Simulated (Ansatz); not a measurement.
Reaction (ligand exchange at the In–C bond): `[Cl][In]([Cl])[CH]1BO1` + H₂Se → `[Cl][In]([Cl])[SeH]` + `B1CO1`

Isolated molecules relaxed with PBE0-D4/def2-TZVP in Ansatz; ΔE leaves out vibrations. CCSD(T)/CBS adds triple-zeta CCSD(T) − MP2 to the extrapolated MP2 energy (def2 sets, frozen cores). Functionals use def2-TZVPP. HSE06 is defined as in plane-wave codes. Elements past krypton have def2 core potentials. For In, Se outer-core shells are correlated without core-valence functions, which leaves a few kJ/mol of doubt a bond. Scalar relativity is left out up to krypton. One conformer a species, not always the lowest.

| level | ΔE (kcal/mol) |
| --- | --- |
| r2SCAN-D4 | -29.3 |
| HSE06-D4 | -29.9 |
| BHLYP-D4 | -31.5 |
| PBE0 | -30.0 |
| r2SCANh | -30.0 |
| MP2/def2-SVP | -30.4 |
| CCSD(T)/def2-SVP | -29.5 |
| CCSD/CBS(def2) | -30.2 |

Q: What does CCSD(T)/CBS give? (Best estimate.)

A: The calculation gave: -29.6 kcal/mol. The listed levels differ from it by 0.3, -0.3, -1.9, -0.4, -0.4, -0.8, 0.1, -0.6 kcal/mol.

Largest T1 diagnostic among the species: 0.016.

From BLYP to BHLYP (50 % exact exchange), in def2-TZVPP and without D4, ΔE moves by −3.0 kcal/mol. Leaving LDA and LC-ωPBE aside and taking each functional with its dispersion term where it has one, the values, not all of them listed here, spread over 3.8 kcal/mol, from BHLYP-D4 to revPBE-D4. LDA lies +0.8 kcal/mol from PBE without D4.
